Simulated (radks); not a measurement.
Problem. All-electron atom: Xe10+ in [Ar] 3d9 4s2 4p6 4d9 (not the ground configuration). Method: scalar-relativistic Kohn-Sham, PBE, spin-polarised, spherical densities, finite nucleus; open shells are filled with parallel spins first (spin-orbit coupling, left out, can overturn this in heavy ions); Fermi nuclear charge, rms radius 4.7859 fm; computed with a radial shooting solver on a logarithmic mesh with Libxc functionals. Some entries of the table are withheld. Estimate them.

| orbital | occ. | eigenvalue (eV) | r(max) (bohr) |
|---|---|---|---|
| 1s up | 1 | -34588.66 | 0.01716 |
| 1s down | 1 | -34588.63 | 0.01716 |
| 2s up | 1 | -5568.225 | 0.09696 |
| 2s down | 1 | -5565.349 | 0.09694 |
| 2p up | 3 | -5019.126 | 0.07780 |
| 2p down | 3 | -5016.927 | 0.07778 |
| 3s up | 1 | -1294.356 | 0.2777 |
| 3s down | 1 | -1291.290 | 0.2778 |
| 3p up | 3 | -1117.234 | 0.2714 |
| 3p down | 3 | -1114.106 | 0.2715 |
| 3d up | 5 | (1) | (2) |
| 3d down | 4 | (3) | (4) |
| 4s up | 1 | -367.8913 | 0.6487 |
| 4s down | 1 | -366.2237 | 0.6492 |
| 4p up | 3 | -309.7523 | 0.6762 |
| 4p down | 3 | -308.1360 | 0.6769 |
| 4d up | 5 | (5) | 0.7129 |
| 4d down | 4 | (6) | 0.7142 |

Solution. 
(1) 3d up eigenvalue (eV): -857.6489
(2) 3d up r(max) (bohr): 0.2240
(3) 3d down eigenvalue (eV): -853.8838
(4) 3d down r(max) (bohr): 0.2242
(5) 4d up eigenvalue (eV): -224.0489
(6) 4d down eigenvalue (eV): -222.4973
